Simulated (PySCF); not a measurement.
C₃H₁₀Si, SMILES [SiH3]CCC. Heavy atoms are numbered as in [SiH3:1][CH2:2][CH2:3][CH3:4]. Hydrogens are named by the atom that carries them.

Geometry optimised at B3LYP-D3(BJ)/def2-SVP. One conformer was computed; it need not be the lowest.

Level of theory: PBE/pcSseg-1 in PySCF.

GIAO shieldings, no solvent; atoms alike by connectivity are averaged. δ = σ(ref) − σ: ²⁹Si against TMS (σ = 335.4 ppm); ¹³C against TMS (σ = 182.0 ppm); ¹H against TMS (σ = 31.49 ppm), references at their B3LYP-D3(BJ)/def2-TZVP geometries, non-relativistic.

```csv
nucleus,atoms,count,δ (ppm)
²⁹Si,Si1 (SiH3),1,-67.9
¹³C,C3 (CH2),1,27.8
¹³C,C4 (CH3),1,23.4
¹³C,C2 (CH2),1,16.1
¹H,H on Si1,3,4.17
¹H,H on C3,2,1.66
¹H,H on C4,3,1.40
¹H,H on C2,2,0.95
```
